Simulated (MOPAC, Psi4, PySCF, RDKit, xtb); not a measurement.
Two geometries of H₅Cl₃SeSi₃, SMILES Cl[Si](Cl)(Cl)[SiH2][SiH2][SeH], relaxed at B3LYP-D3(BJ)/def2-SVP with one dihedral held; other torsions can differ between them too.

Structure A

```
12

Cl     2.3715    -1.4046    -0.7853
Si     1.8299     0.2700     0.3085
Cl     3.4783     1.5018     0.4879
Cl     1.2542    -0.3518     2.2052
Si    -0.0532     1.2175    -0.6779
Si    -1.6539    -0.5182    -0.6167
Se    -3.4964     0.1325     0.6018
H      0.2732     1.6498    -2.0678
H     -0.4857     2.3895     0.1340
H     -2.1806    -0.7940    -1.9828
H     -1.0285    -1.7558    -0.0724
H     -2.6886     0.4019     1.8091
```

Structure B

```
12

Cl     2.3498    -1.5806    -0.0194
Si     1.8215     0.3616     0.5177
Cl     3.4660     1.5756     0.2038
Cl     1.3742     0.3704     2.5324
Si    -0.0076     1.0261    -0.7711
Si    -1.6067    -0.7083    -0.7833
Se    -1.5511    -1.9477     1.1539
H      0.4962     1.3223    -2.1451
H     -0.5486     2.2736    -0.1571
H     -2.9811    -0.1354    -0.8352
H     -1.3791    -1.5612    -1.9855
H     -0.1549    -2.3705     0.9297
```

Question: Which is lower in energy at the level DF-MP2 (frozen core)/cc-pVTZ // B3LYP-D3(BJ)/def2-SVP (Psi4), and by how much?

Answer: B is lower, by 0.94 kcal/mol (dihedral Si2–Si5–Si6–Se7: 120° in A, 30° in B).

E(B) − E(A) in kcal/mol at the other levels, on the same two geometries: B3LYP/def2-SVP // B3LYP-D3(BJ)/def2-SVP (Psi4) -0.57; B3LYP-D3(BJ)/def2-SVP (Psi4) -2.01; PBE/def2-SVP // B3LYP-D3(BJ)/def2-SVP (Psi4) -0.95; PBE-D3(BJ)/def2-SVP // B3LYP-D3(BJ)/def2-SVP (Psi4) -1.68; HF/cc-pVTZ // B3LYP-D3(BJ)/def2-SVP (Psi4) 0.83; UFF // B3LYP-D3(BJ)/def2-SVP (RDKit) -1.20; AM1, restricted, heats of formation // B3LYP-D3(BJ)/def2-SVP (MOPAC) -0.96; PM3, restricted, heats of formation // B3LYP-D3(BJ)/def2-SVP (MOPAC) -0.78; GFN1-xTB // B3LYP-D3(BJ)/def2-SVP (xtb) -1.20; restricted B3LYP/6-31G*, spherical d, density fitting // B3LYP-D3(BJ)/def2-SVP (PySCF) 0.25; restricted MP2 (frozen core)/3-21G // B3LYP-D3(BJ)/def2-SVP (PySCF) 0.19; restricted LDA (SVWN5)/6-31G*, spherical d, density fitting // B3LYP-D3(BJ)/def2-SVP (PySCF) -1.47; restricted Hartree-Fock/6-31G*, spherical d, density fitting // B3LYP-D3(BJ)/def2-SVP (PySCF) 1.00.
